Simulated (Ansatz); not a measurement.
`N[SiH]1NP1` and `C[SiH]1NP1` differ in one atom or group.

Ansatz, PBE0-D4/def2-TZVP geometries, multiplicity 1. Each molecule was computed in one conformer, which needn't be the lowest.

```csv
property,`N[SiH]1NP1`
HOMO–LUMO gap (PBE0/def2-TZVPP) / eV,6.38
"ideal-gas entropy at 298 K and 1 bar (rigid rotor, harmonic PBE0-D4/def2-TZVP) / J/(mol·K)",320
HOMO–LUMO gap (ωB97M-V/def2-TZVPP) / eV,10.28
size of the dipole moment (ωB97M-V/def2-TZVPP) / D,2.09
HOMO energy (PBE0/def2-TZVPP) / eV,-6.47
zero-point energy (PBE0-D4/def2-TZVP) / kJ/mol,157.5
```

**Question.** What does the change do to each property? (Best estimate.)

**Answer.** Computed: 
| property | `C[SiH]1NP1` | shift |
| --- | --- | --- |
| HOMO–LUMO gap (PBE0/def2-TZVPP) / eV | 6.67 | 0.29 |
| ideal-gas entropy at 298 K and 1 bar (rigid rotor, harmonic PBE0-D4/def2-TZVP) / J/(mol·K) | 321 | 1 |
| HOMO–LUMO gap (ωB97M-V/def2-TZVPP) / eV | 10.63 | 0.35 |
| size of the dipole moment (ωB97M-V/def2-TZVPP) / D | 1.65 | -0.44 |
| HOMO energy (PBE0/def2-TZVPP) / eV | -6.81 | -0.34 |
| zero-point energy (PBE0-D4/def2-TZVP) / kJ/mol | 185.4 | 27.9 |

The zero-point energy changes by 27.9 kJ/mol with +3 modes. Dipoles are sizes alone; their direction can turn.
